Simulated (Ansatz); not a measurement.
Molecule: HfF3, charge 0, multiplicity 2. SMILES of the parent species: [F][Hf]([F])[F]
Geometry from a B3LYP-D3(BJ)/def2-TZVP (Ansatz, a first-principles code) optimisation:
```
Hf
F 1 1.9126
F 1 1.9126 2 120.00
F 1 1.9126 2 120.00 3 -180.00
```
Charge 0, spin multiplicity 2.

Wanted: atomisation energy, in kcal/mol. Set-up: no dispersion term unless named; atomisation electronic, to ground-state atoms; UHF or UKS for open shells; def2 sets with scalar-relativistic core potentials past Kr; LANL2DZ with its own core potentials from Na on; no spin-orbit coupling. First-principles rows: single points at B3LYP-D3(BJ) geometries (Ansatz). The spin state of an ion or metal species was assumed, not searched.

```
species                               coefficient  E at B3LYP/LANL2DZ (Ansatz), Eh  E at wB97M-V/def2-TZVPD (Ansatz), Eh
------------------------------------  -----------  -------------------------------  ------------------------------------
[F][Hf]([F])[F] as doublet, charge 0           -1                       -348.71010                            -347.76303
F atom                                         +3                        -99.74999                             -99.74647
Hf atom                                        +1                        -48.75123                             -47.78062
```

 1 Eh = 627.5095 kcal/mol.

Question: Work the quantity out at each level.

Answer: 
- B3LYP/LANL2DZ: the sum of coefficient times E is 0.70890 Eh, or 444.84 kcal/mol. Result: 444.8 kcal/mol.
- wB97M-V/def2-TZVPD: the sum of coefficient times E is 0.74300 Eh, or 466.24 kcal/mol. Result: 466.2 kcal/mol.
